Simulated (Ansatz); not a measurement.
Relaxation of CH7BO2 (11 atoms, charge 0, multiplicity 1), to a largest force component of 0.03 eV/Å in at most 50 steps.

These are results of Ansatz, RKS PBE/6-31G*, not measurements.

```xyz
11
Properties=species:S:1:pos:R:3
B 0.062 0.601 -0.246
H -0.209 -0.411 1.915
O 1.278 -0.040 -0.408
H 1.168 -0.882 -0.885
C -1.308 0.054 -0.814
H -1.519 -0.974 -0.468
H -2.154 0.693 -0.517
H -1.290 0.016 -1.919
O 0.085 1.821 0.427
H 1.011 2.009 0.685
H -0.293 0.292 1.992
```

Where does it end, and by what steps?

The run converged. The force dipped under the threshold on the way, but the program's further checks kept it going. After 18 steps the energy has fallen by 0.246 eV; H2 moved furthest, 1.82 Å.

```csv
step,energy less start (eV),largest force component (eV/Å),accepted
0,0.0000,1.690,yes
1,-0.1330,0.241,yes
2,-0.1814,0.198,yes
3,-0.2050,0.182,yes
4,-0.2142,0.127,yes
5,-0.2233,0.071,yes
6,-0.2171,0.647,no
7,-0.2277,0.056,yes
8,-0.2306,0.141,yes
9,-0.2337,0.229,yes
10,-0.2372,0.155,yes
11,-0.2381,0.257,yes
12,-0.2410,0.179,yes
13,-0.2436,0.011,yes
14,-0.2444,0.021,yes
15,-0.2444,0.175,yes
16,-0.2455,0.039,yes
17,-0.2458,0.016,yes
18,-0.2461,0.017,yes
```

```xyz
11
Properties=species:S:1:pos:R:3
B 0.117 0.492 -0.514
H -0.487 0.144 3.624
O 1.346 0.149 -1.055
H 1.236 -0.415 -1.843
C -1.273 0.006 -1.097
H -1.418 -1.076 -0.920
H -2.118 0.532 -0.625
H -1.345 0.158 -2.190
O 0.135 1.293 0.608
H 1.063 1.490 0.853
H -0.427 0.405 2.921
```

Run time: 45 s on 1 thread of Arm Neoverse V1, with other jobs on the host, peak memory 0.13 GiB.
